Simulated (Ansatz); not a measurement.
Molecule: sum formula NbOF, charge 0, multiplicity 3. The spin state was set by rule; other spins were not relaxed. 
Geometry from a B3LYP-D3(BJ)/def2-TZVP (Ansatz, a first-principles code) optimisation:
```xyz
3

Nb     0.0331     0.2284    -0.1575
O      1.3250    -0.8475    -0.3924
F     -1.3284    -0.2873     1.0663
```
Charge 0, spin multiplicity 3.

Property: vertical electron affinity (to the quartet state of charge -1; a negative value means that the extra electron is unbound and the number depends on the basis; each state is the SCF solution reached for its spin), in eV. Correlated levels leave the core frozen unless marked. UHF or UKS for open shells. No spin-orbit coupling. Frozen are the shells of the preceding noble gas and the d and f shells that filled before the atom's block. Past Kr the def2 sets carry scalar-relativistic core potentials. Anions need diffuse functions: def2-D sets add few. Basis-set limits of correlation are two-point, X^-3; Hartree-Fock from the larger set. [CCSD(T)-MP2]/basis is that difference in the basis named.

```json
[
 {"level": "HF/def2-SVPD", "program": "Ansatz", "vertical electron affinity (eV)": "1.06"},
 {"level": "HF/def2-TZVPPD", "program": "Ansatz", "vertical electron affinity (eV)": "1.00"},
 {"level": "SVWN5/def2-TZVPD", "program": "Ansatz", "vertical electron affinity (eV)": "1.26"},
 {"level": "PBE/def2-TZVPD", "program": "Ansatz", "vertical electron affinity (eV)": "1.09"},
 {"level": "r2SCAN/def2-TZVPD", "program": "Ansatz", "vertical electron affinity (eV)": "1.14"},
 {"level": "B3LYP/def2-TZVPD", "program": "Ansatz", "vertical electron affinity (eV)": "1.16"},
 {"level": "wB97X-V/def2-TZVPD", "program": "Ansatz", "vertical electron affinity (eV)": "1.11"},
 {"level": "wB97X/def2-TZVPD", "program": "Ansatz", "vertical electron affinity (eV)": "1.02"},
 {"level": "B2PLYP/def2-TZVPD", "program": "Ansatz", "vertical electron affinity (eV)": "0.97"},
 {"level": "MP2/def2-SVPD", "program": "Ansatz", "vertical electron affinity (eV)": "0.93"},
 {"level": "MP2/def2-TZVPPD", "program": "Ansatz", "vertical electron affinity (eV)": "0.97"},
 {"level": "CCSD/def2-SVPD", "program": "Ansatz", "vertical electron affinity (eV)": "1.15"},
 {"level": "CCSD(T)/def2-TZVPPD", "program": "Ansatz", "vertical electron affinity (eV)": "1.12"},
 {"level": "RI-MP2/CBS(def2-TZVPPD,def2-QZVPPD)+[CCSD(T)-MP2]/def2-SVPD", "program": "Ansatz", "vertical electron affinity (eV)": "1.22"}
]
```
